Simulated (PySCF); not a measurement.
Ionisation energy of Pr⁵⁵⁺ by level of theory

Pr⁵⁵⁺ [He] 2s2 (1S) → Pr⁵⁶⁺ [He] 2s1 (2S), as a difference of total energies. All numbers are calculated (PySCF 2.14, the spin-free X2C one-electron Hamiltonian (Gaussian nucleus), in an uncontracted even-tempered set (19 s from 32 bohr⁻², ratio 2.2; 8 p from 49 bohr⁻², ratio 2.4; 5 d from 150 bohr⁻², ratio 2.4; 5 f from 220 bohr⁻², ratio 2.4; 4 g from 330 bohr⁻², ratio 2.4)). Correlated levels: nothing frozen; virtual orbitals above 40 to 60 times the deepest correlated orbital energy dropped. The calculations carry no spin-orbit coupling.

```tsv
method	ionisation energy (eV)
UHF	11653.6
LDA	11647.2
PBE	11660.2
PBE0	11658.9
r2SCAN	11651.4
BLYP	11659.4
TPSS	11659.2
MP2 (all electrons)	11659.1
SCS-MP2 (all electrons)	11660.2
```

Q: How much does correlation contribute at MP2 (all electrons)?

A: 11659.1 − (11653.6) = 5.5 eV, measured against UHF.

For this ion Breit and QED terms and the two-electron picture change, all absent here, outweigh the differences among the correlated methods.

For comparison: 11641 ± 5 eV (theoretical estimate listed by NIST; NIST Atomic Spectra Database, ionization energies).
